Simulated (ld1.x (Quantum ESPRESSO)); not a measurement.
## tin TM: all-electron and pseudo phase curves

* Element: tin (Sn)
* Generator: ld1.x (Quantum ESPRESSO) 7.5
* Type: norm-conserving Troullier–Martins (Kleinman–Bylander form)
* Functional: PBE
* Relativity: scalar-relativistic
* Frozen core: [Kr] 4d10
* Valence charge: 4
* Reference configuration: 5s2 5p2
* Partial waves: 5s (bound): rc 2.15 bohr; 5d channel at -0.15 Ry: rc 2.15 bohr; 5p (bound): rc 2.65 bohr
* Local potential: the p channel
* Core correction: none

The phase is arctan(r·u′/u) with u = r·R(r), unwrapped; energies in Ry, scanned from -3 to 5 Ry. A pole is an energy at which the radial function vanishes at the test radius. The pseudo phase is shifted by a multiple of π to meet the all-electron one at the reference energy, and phase errors are pseudo minus all-electron; the curves can meet again beyond the range given. Levels narrower than the energy grid can be missing from the lists of poles.

```tsv
channel	radius (bohr)	reference energy (Ry)	poles, all-electron	poles, pseudo	unbroken range about the reference energy with phases within 0.05 rad	phase error 1 Ry above the reference energy (rad)
s	2.91	-0.78	0.05	0.02, 2.85	below 1.0	-0.011
p	2.91	-0.27	1.12	1.08	below 2.5	-0.005
d	2.91	-0.15	-1.87, 3.05	-2.51, 2.73	-1.7 to 0.7	-0.083
```

Note: ghost state, extra bound levels that the all-electron valence spectrum of the same l lacks: d at -34.6 eV. A true bound ghost makes a file unfit for plane-wave use.

Phases in the p channel:

| E (Ry) | all-electron | pseudo |
| --- | --- | --- |
| -3.00 | 1.346 | 1.345 |
| -2.52 | 1.318 | 1.317 |
| -2.04 | 1.277 | 1.276 |
| -1.56 | 1.207 | 1.206 |
| -1.08 | 1.062 | 1.060 |
| -0.60 | 0.594 | 0.593 |
| -0.12 | -0.801 | -0.801 |
| 0.36 | -1.348 | -1.351 |
| 0.84 | -1.515 | -1.521 |
| 1.32 | -1.604 | -1.613 |
| 1.80 | -1.670 | -1.687 |
| 2.28 | -1.737 | -1.771 |
| 2.76 | -1.825 | -1.909 |
| 3.24 | -1.984 | -2.286 |
| 3.72 | -2.413 | -3.636 |
| 4.20 | -3.613 | -4.332 |
| 4.68 | -4.261 | -4.520 |
